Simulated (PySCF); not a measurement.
# Polarisability and C₆ of Ce²⁺ (cerium, charge +2)

[Xe] 4f2, one real determinant. Calculation: PySCF 2.14, in ANO-RCC-VTZP; the spin-free X2C one-electron Hamiltonian (Gaussian nucleus). Coupled (time-dependent) response in atomic units; α is the mean over directions. The basis has no added diffuse functions, which lowers α and C₆.

```
method  mean α (bohr³)         α xx, yy, zz  C₆ (like pair)  S(−4)
   UHF           16.78  15.94, 18.45, 15.94           73.25   5933
```

S(−4) is the Cauchy moment in α(ω) = α(0) + S(−4) ω² + …

Spin-orbit coupling is absent.

α(iu) at UHF:

| u (hartree) | α(iu) (bohr³) |
| --- | --- |
| 0 | 16.78 |
| 0.0500 | 11.72 |
| 0.100 | 9.901 |
| 0.200 | 8.970 |
| 0.300 | 8.403 |
| 0.500 | 7.225 |
| 0.750 | 5.778 |
| 1.00 | 4.582 |
| 1.50 | 2.990 |
| 2.00 | 2.092 |
| 3.00 | 1.209 |
| 5.00 | 0.5718 |

A single London oscillator, α(iu) = α/(1 + u²/ω²), gives C₆ = (3/4) ω α². Matching the computed C₆ needs ω = 4 × 73.25 / (3 × 16.78²) = 0.347 hartree.

For an ion, C₆ is the dispersion term alone; charge-induced terms of lower order in 1/R come first.

The components differ because the open shell of this determinant is not spherical; for a pure term their mean is the scalar polarisability.

⟨L²⟩ = 24.03 against 30 for a pure H term, so this real determinant mixes terms. Spin-orbit coupling, absent here, splits the open shell strongly.
